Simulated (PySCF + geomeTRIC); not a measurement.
Species: H$_{6}$O$_{2}$Si$_{2}$, SMILES `O[SiH2][SiH2]O` (charge 0, multiplicity 1).

Question: Give a relaxed geometry from PBE0-D4/def2-TZVP run with PySCF + geomeTRIC.

Answer: Several could match; the one computed here: the end point of this relaxation, one of several conformers (outside a Z-matrix the atoms follow the SMILES, hydrogens last).
Cartesian coordinates (Å) in one orientation:
```xyz
10

O      1.744    -1.441     0.083
Si     1.117     0.001     0.601
Si    -1.117    -0.001    -0.100
O     -1.744     1.441     0.417
H      2.662    -1.626     0.281
H      1.863     1.154     0.017
H      1.215     0.131     2.084
H     -1.215    -0.131    -1.584
H     -1.863    -1.154     0.483
H     -2.662     1.626     0.220
```
